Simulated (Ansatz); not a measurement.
`[O]=[Mo]([OH])([OH])([F])[Cl]` at its PBE0-D4/def2-TZVP geometry, where that method's forces vanish. The species carries charge 0 and has multiplicity 1. Mo: def2 effective core potential.

```xyz
8

O     0.0946    1.4167    1.4133
Mo    0.2737    0.2923    0.2199
O    -1.0193   -1.0938    0.2884
O    -0.8327    0.9969   -1.0823
F     1.2742   -0.9987    1.1344
Cl    2.1656    0.7103   -0.9752
H    -0.7530   -1.8427    0.8331
H    -1.2030    0.5191   -1.8316
```

Q: What forces (eV/Å) does r2SCAN-D4/def2-TZVPP give on these atoms in the Gaussian-basis code of Ansatz? (Best estimate.)

A: Ansatz gave: 
```
O1  -0.111  0.600  0.647
Mo2  0.329 -0.499 -0.363
O3  -0.255 -0.184 -0.016
O4  -0.243  0.185 -0.242
F5   0.084 -0.105  0.092
Cl6  0.177  0.045 -0.113
H7   0.028 -0.016  0.023
H8  -0.010 -0.026 -0.029
```
